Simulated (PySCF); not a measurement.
Simulated outer-valence photoelectron spectrum of `ClC1=NSC(Cl)=N1` (3,5-dichloro-1,2,4-thiadiazole). Theory: EOM-IP-CCSD/aug-cc-pVDZ in PySCF, restricted Hartree–Fock reference, frozen core, non-relativistic, gas phase, PBE0-D3(BJ)/def2-SVP geometry.

Each root has a Gaussian of 0.5 eV full width with its one-hole share as area; cross sections and vibrations are left out, and the highest printed point is 100.

```csv
ionisation energy (eV),intensity
9.3,0
9.4,1
9.5,4
9.6,11
9.7,24
9.8,42
9.9,59
10.0,66
10.1,59
10.2,43
10.3,25
10.4,13
10.5,8
10.6,13
10.7,25
10.8,46
10.9,68
11.0,88
11.1,98
11.2,100
11.3,94
11.4,83
11.5,75
11.6,73
11.7,78
11.8,84
11.9,88
12.0,91
12.1,94
12.2,97
12.3,98
12.4,95
12.5,86
12.6,70
12.7,51
12.8,36
12.9,34
13.0,43
13.1,57
13.2,66
13.3,62
13.4,49
13.5,36
13.6,33
13.7,42
13.8,56
13.9,65
14.0,61
14.1,46
14.2,28
14.3,13
14.4,5
14.5,2
14.6,0
```

**Question.** Where are the maxima, and how many lines lie under the curve?

**Answer.** 5 maxima, at 10.0, 11.2, 12.3, 13.2 and 13.9 eV, from 8 lines. At this width some lines have no maximum of their own.

**Question.** List the lines with their holes.

**Answer.** 
| E (eV) | leading hole (HF orbital) | area | Koopmans (eV) |
| --- | --- | --- | --- |
| 10.00 | HOMO | 0.95 | 10.45 |
| 11.00 | HOMO-2 | 0.94 | 12.87 |
| 11.31 | HOMO-1 | 0.94 | 12.13 |
| 11.79 | HOMO-3 | 0.95 | 13.15 |
| 12.17 | HOMO-4 | 0.95 | 13.42 |
| 12.51 | HOMO-5 | 0.94 | 13.57 |
| 13.22 | HOMO-6 | 0.94 | 14.80 |
| 13.92 | HOMO-7 | 0.94 | 15.07 |

The widest gap, 1.00 eV, lies between 10.00 and 11.00 eV. Only orbitals with −ε under 21 eV, eight at most, were ionised, so the high end of the curve may lack lines.
